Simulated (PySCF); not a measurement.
**Atomic charges by several schemes**

Compound: C₇H₁₁Cl.
Structure used (GFN2-xTB), in Å, numbered top down from 1:
```xyz
19
C7H11Cl angstrom
Cl    -0.8451    0.7041    2.6137
C     -1.0231    0.7400    0.8401
C     -1.3641   -0.6386    0.2462
C     -0.2817   -0.8262   -0.8245
C      1.0430   -1.1336   -0.1190
C      1.4071    0.2142    0.5356
C      0.2616    1.1375    0.1059
C     -0.0560    0.6115   -1.2957
H     -1.8151    1.4678    0.6513
H     -2.3612   -0.6327   -0.1946
H     -1.3313   -1.4233    1.0001
H     -0.5504   -1.5506   -1.5912
H      0.9350   -1.9331    0.6125
H      1.8006   -1.4386   -0.8414
H      1.4788    0.1435    1.6190
H      2.3562    0.5956    0.1592
H      0.4948    2.1972    0.1922
H      0.7831    0.7086   -1.9812
H     -0.9423    1.0659   -1.7357
```

Density: PBE0/pcSseg-1 (PySCF); schemes: Mulliken, IAO, Hirshfeld and ESP-fitted. Isolated species at its GFN2-xTB geometry, gas phase.

Task: At which atom do the 4 schemes differ most?

Result: At C4: from -0.335 (Mulliken) to +0.165 e (ESP-fitted), 0.500 e apart.

Task: Which atoms carry the highest charge in the Mulliken, IAO, Hirshfeld and ESP-fitted schemes?

Result: The schemes don't all agree: Mulliken H9 (+0.159); IAO H9 (+0.155); Hirshfeld H18 (+0.043); ESP-fitted H9 (+0.177).

Task: For which atoms does the sign change between the 4 schemes (beyond +0.03 e in one, beyond −0.03 e in another)?

Result: C4 and C7. Atomic charges aren't observables, and each scheme defines them in its own way.

Task: What partial charge does each atom carry?

Result: In e:

| atom | environment | Mulliken | IAO | Hirshfeld | ESP-fitted |
| --- | --- | --- | --- | --- | --- |
| Cl1 | alkyl chlorine | -0.125 | -0.122 | -0.063 | -0.152 |
| C2 | sp3 C–Cl carbon | -0.216 | -0.101 | +0.011 | -0.198 |
| C3 | ring CH2 carbon | -0.048 | -0.274 | -0.078 | -0.236 |
| C4 | sp3 carbon at a ring junction | -0.335 | -0.107 | -0.026 | +0.165 |
| C5 | ring CH2 carbon | -0.145 | -0.270 | -0.072 | -0.218 |
| C6 | ring CH2 carbon | -0.131 | -0.274 | -0.078 | -0.056 |
| C7 | sp3 carbon at a ring junction | -0.262 | -0.114 | -0.034 | +0.080 |
| C8 | ring CH2 carbon | -0.103 | -0.268 | -0.073 | -0.281 |
| H9 | methine hydrogen | +0.159 | +0.155 | +0.042 | +0.177 |
| H10 | methylene hydrogen | +0.129 | +0.141 | +0.041 | +0.104 |
| H11 | methylene hydrogen | +0.133 | +0.146 | +0.035 | +0.118 |
| H12 | methine hydrogen | +0.099 | +0.134 | +0.040 | +0.004 |
| H13 | methylene hydrogen | +0.120 | +0.134 | +0.037 | +0.086 |
| H14 | methylene hydrogen | +0.120 | +0.134 | +0.037 | +0.070 |
| H15 | methylene hydrogen | +0.138 | +0.145 | +0.022 | +0.051 |
| H16 | methylene hydrogen | +0.123 | +0.137 | +0.039 | +0.049 |
| H17 | methine hydrogen | +0.104 | +0.139 | +0.040 | +0.036 |
| H18 | methylene hydrogen | +0.123 | +0.136 | +0.043 | +0.106 |
| H19 | methylene hydrogen | +0.118 | +0.131 | +0.039 | +0.097 |

Mean size of the charges over all atoms: IAO 0.161 e, Mulliken 0.144 e, ESP-fitted 0.120 e, Hirshfeld 0.045 e. Each set sums to the total charge, 0, to within 0.001 e. The ESP scheme is a least-squares fit of atom-centred charges to the potential on four shells outside the van der Waals surface, with the total charge fixed.

Task: Sum the charges by element, for elements with more than one atom.

Result: 
| element | atoms | Mulliken | IAO | Hirshfeld | ESP-fitted |
| --- | --- | --- | --- | --- | --- |
| C | 7 | -1.241 | -1.408 | -0.350 | -0.745 |
| H | 11 | +1.366 | +1.531 | +0.413 | +0.898 |

Task: How closely do the schemes follow one another over all atoms?

Result: Correlation coefficient and root-mean-square difference: IAO with Hirshfeld 0.97, 0.125 e; Mulliken with IAO 0.80, 0.104 e; IAO with ESP-fitted 0.77, 0.110 e; Mulliken with Hirshfeld 0.74, 0.125 e; Hirshfeld with ESP-fitted 0.73, 0.111 e; Mulliken with ESP-fitted 0.44, 0.159 e.

Task: How many electrons does the ESP-fitted scheme count on C3?

Result: Z − q = 6 − (-0.236) = 6.236.

These values come from a run that also computed NMR shieldings. On Arm Neoverse N1, one thread, shared host with 32 logical CPUs at a one-minute load of 24, this took 52 s of wall time and 0.89 GiB of memory at its peak.
